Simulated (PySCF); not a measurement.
A GIAO shielding run with PySCF 2.14 (density fitting, non-relativistic, gas phase) on SMILES C=C1C[C@]1(CC#N)O[SiH3], C6H9NOSi:

```
$ OMP_NUM_THREADS=1 python probes_run.py task.json out

{"job": {"kind": "nmr", "xc": "PBE0", "basis": "pcSseg-1"}, "charge": 0, "multiplicity": 1}
C     -1.493420     1.687936    -0.510760
C     -0.958222     0.872422     0.360026
C     -0.790951     0.445196     1.757522
C     -0.050423    -0.251732     0.626583
C     -0.478756    -1.659802     0.215259
C     -0.516057    -1.761315    -1.221187
N     -0.551295    -1.810637    -2.362595
O      1.317318    -0.061060     0.564631
Si     2.291788     0.353778    -0.671336
H     -2.180192     2.463799    -0.211313
H     -1.274006     1.607453    -1.563143
H     -1.597829    -0.073450     2.256540
H     -0.207988     1.078456     2.411326
H     -1.472618    -1.885631     0.609003
H      0.240343    -2.382986     0.610778
H      2.351894    -0.709846    -1.672641
H      1.840037     1.593600    -1.302267
H      3.521621     0.500137     0.091917
```

Hardware: 1 thread of an Arm Neoverse N1, shared host. The job also computes population analyses, field gradients, ring-centre shieldings.

(1) How large is the calculation?

(2) How long does it take, and how much memory does it need?

Answers

(1) 74 electrons, 205 basis functions and 1078 auxiliary functions.

(2) 71 s of wall time, with 14 SCF cycles and 5 response iterations; peak memory 0.91 GiB. Times on a shared host scatter by some tens of per cent.
